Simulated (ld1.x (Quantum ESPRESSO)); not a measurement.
# What the settings do to the ultrasoft potential of Mg

Base potential:

```
Element                 : magnesium
Generator               : ld1.x (Quantum ESPRESSO) 7.5
Type                    : ultrasoft
Functional              : LDA (PZ)
Relativity              : scalar-relativistic
Frozen core             : [He]
Valence charge          : 10
Reference configuration : 2s2 2p6 3s0.5 3p0 (charge +1.5)
Partial waves           : 2s (bound): rcut 0.95, rcutus 1.15 bohr; 3s (bound): rcut 0.95, rcutus 1.15 bohr; 2p (bound): rcut 1.00, rcutus 1.20 bohr; 3p (bound, empty): rcut 1.00, rcutus 1.20 bohr
Local potential         : all-electron potential smoothed inside 0.95 bohr (lloc = -1)
Core correction         : a·sin(br)/r model core inside 0.55 bohr
Augmentation charge     : PSQ, radius 1.05 bohr
```

Cutoffs, loose and tight: the cutoffs (Ry, on a coarse ladder) from which the occupation-weighted sum of valence levels, in a spherical-Bessel basis at the reference potential, stays within 10 and 1 mRy of its value at 400 Ry. They do not see the model core or the augmentation charge, which bear on the density cutoff. Test errors are all-electron minus pseudo excitation energies from the reference, over the configurations 2s2 2p6 3s2 3p0; 2s2 2p6 3s1 3p0; 2s2 2p6 3s0 3p0; 2s2 2p6 3s1.5 3p0; 2s1 2p6 3s2 3p0; 2s2 2p6 3s0 3p2; 2s2 2p5 3s2 3p0 (two spin-polarised tests are not counted in the largest error). A dash means not determined; rows that change the core or the reference have their own tests. The largest error is taken over the tests solved by every variant that gives reliable tests at all: 2s2 2p6 3s0 3p2; 2s2 2p6 3s1 3p0; 2s2 2p6 3s1.5 3p0; 2s2 2p6 3s2 3p0.

Cutoffs are not given where the Bessel-basis levels miss the radial ones by over 6 mRy, ghosts where they miss by over 20 mRy; a channel whose overlap is not positive is not tested.

A file whose overlap is not positive is unfit for use, and its test errors describe a broken file.

| change | outcome | cutoff, loose | cutoff, tight | bound ghosts | largest test error (meV) |
| --- | --- | --- | --- | --- | --- |
| base | generated, overlap not positive | – | – | not determined (overlap not positive) | -0.4 |
| local potential all-electron potential smoothed inside 0.62 bohr (lloc = -1) | generated, overlap not positive | – | – | not determined (overlap not positive) | +0.6 |
| local potential all-electron potential smoothed inside 0.78 bohr (lloc = -1) | generated | 55 Ry | 100 Ry | none | -0.4 |
| local potential all-electron potential smoothed inside 0.88 bohr (lloc = -1) | generated, overlap not positive | – | – | not determined (overlap not positive) | -0.4 |
| local potential all-electron potential smoothed inside 1.00 bohr (lloc = -1) | generated, overlap not positive | – | – | not determined (overlap not positive) | -0.4 |
| local potential all-electron potential smoothed inside 1.10 bohr (lloc = -1) | generated | 55 Ry | 100 Ry | none | +0.2 |
| local potential all-electron potential smoothed inside 1.24 bohr (lloc = -1) | generated | 55 Ry | 100 Ry | none | -0.2 |
| local potential all-electron potential smoothed inside 1.38 bohr (lloc = -1) | generated | 55 Ry | 100 Ry | none | -0.2 |

(1) What comes out with this change to the base: local potential all-electron potential smoothed inside 0.50 bohr (lloc = -1)?

Results:

(1) outcome: generated, overlap not positive; bound ghosts: not determined (overlap not positive); largest test error (meV): +3.6. A file whose overlap is not positive is unfit for use, and its test errors describe a broken file.

Reading the sweep of the rcloc (base included, trends over the rows without a ghost): The loose cutoff stays near 55 Ry.
